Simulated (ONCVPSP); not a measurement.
u(r) = r·R(r): atom against pseudo-atom (tungsten)

Columns: radius, all-electron u(r) and pseudo u(r) of the 5p shell (level -43.39 eV) of tungsten in the configuration [Kr] 4d10 4f14 5s2 5p6 5d4 6s2; LDA (Perdew-Wang 92), scalar-relativistic, ONCV scheme, ONCVPSP 4.0.1.

| r (bohr) | all-electron | pseudo |
| --- | --- | --- |
| 0.113 | 0.2713 | 0.0156 |
| 0.225 | 0.0297 | 0.0726 |
| 0.338 | -0.5040 | 0.1785 |
| 0.450 | -0.4359 | 0.3098 |
| 0.563 | -0.0344 | 0.4468 |
| 0.675 | 0.3945 | 0.5951 |
| 0.788 | 0.7269 | 0.7648 |
| 0.900 | 0.9302 | 0.9213 |
| 1.013 | 1.0251 | 1.0183 |
| 1.125 | 1.0382 | 1.0371 |
| 1.238 | 0.9976 | 0.9974 |
| 1.350 | 0.9254 | 0.9252 |
| 1.463 | 0.8364 | 0.8362 |
| 1.575 | 0.7427 | 0.7426 |
| 1.688 | 0.6496 | 0.6495 |
| 1.800 | 0.5628 | 0.5627 |
| 1.913 | 0.4828 | 0.4828 |
| 2.025 | 0.4120 | 0.4120 |
| 2.138 | 0.3492 | 0.3491 |
| 2.250 | 0.2951 | 0.2950 |
| 2.363 | 0.2480 | 0.2480 |
| 2.475 | 0.2082 | 0.2082 |
| 2.588 | 0.1740 | 0.1740 |
| 2.700 | 0.1454 | 0.1454 |
| 2.813 | 0.1210 | 0.1210 |
| 2.925 | 0.1008 | 0.1007 |

How many radial nodes do the two functions have?

The all-electron 5p function has n − l − 1 = 3 (the table is too coarse to show those close to the nucleus); the pseudo-wave has 0, since the states of the same l below it are removed with the core.

At about which radius was the pseudo-wave matched?

1.35 bohr, where the columns begin to agree (steps of 0.11 bohr).

Where does each function peak?

Outermost all-electron maximum near 1.12 bohr, pseudo maximum near 1.12 bohr (to the table’s step).

Is the pseudo-wave norm-conserving?

Yes: the ONCV scheme keeps the norm inside the radius equal to the all-electron one, which fixes the energy derivative of the logarithmic derivative at the level.
